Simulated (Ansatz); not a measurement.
Basis sets compared for Ge(eta1-allyl)H3 (C3H8Ge). The state is a singlet with charge 0. Geometry r2SCAN-D4/def2-SVP. Ansatz on 4 threads of Intel Xeon on a shared host; times are rough, and most runs start from earlier orbitals.

```xyz
12

Ge    0.299    1.624    0.757
C     0.143   -0.345    0.753
C    -0.634   -0.830   -0.425
C    -0.119   -1.443   -1.500
H    -0.346   -0.626    1.701
H     1.163   -0.762    0.763
H    -1.715   -0.632   -0.404
H     0.953   -1.663   -1.574
H    -0.752   -1.748   -2.338
H    -1.104    2.252    0.695
H     1.107    2.076   -0.468
H     1.004    2.096    2.042
```

The 6-31G sets use Cartesian d functions. B3LYP takes the VWN-RPA correlation.

Binding counts from free atoms (Ge triplet, C triplet, H doublet) in the same basis, without a counterpoise term.

```tsv
level	functions	energy (Eh)	HOMO (eV)	LUMO (eV)	binding per atom (eV)	wall time
HF/STO-3G	41	-2168.5947	-7.60	8.67	3.70	1.5 s
HF/6-31G	72	-2193.1968	-9.24	3.76	2.69	3.7 s
PBE-D4/def2-SVP	114	-2195.2693	-5.92	-0.73	3.82	6.5 s
B3LYP-D4/6-31G	72	-2195.7827	-6.61	0.34	3.70	7 s
PBE0-D4/def2-SVP	114	-2195.3492	-7.03	0.27	3.79	8.6 s
```

Task: Estimate the rows for HF/def2-TZVP, PBE-D4/def2-TZVP, B3LYP-D4/def2-TZVP, PBE0-D4/def2-TZVP.

Result: 
| level | functions | energy (Eh) | HOMO (eV) | LUMO (eV) | binding per atom (eV) | wall time |
| --- | --- | --- | --- | --- | --- | --- |
| HF/def2-TZVP | 189 | -2193.6383 | -9.38 | 3.51 | 2.82 | 9.5 s |
| PBE-D4/def2-TZVP | 189 | -2195.6615 | -6.01 | -0.93 | 3.80 | 8.6 s |
| B3LYP-D4/def2-TZVP | 189 | -2196.2142 | -6.86 | -0.18 | 3.75 | 13 s |
| PBE0-D4/def2-TZVP | 189 | -2195.7367 | -7.07 | 0.06 | 3.76 | 12 s |
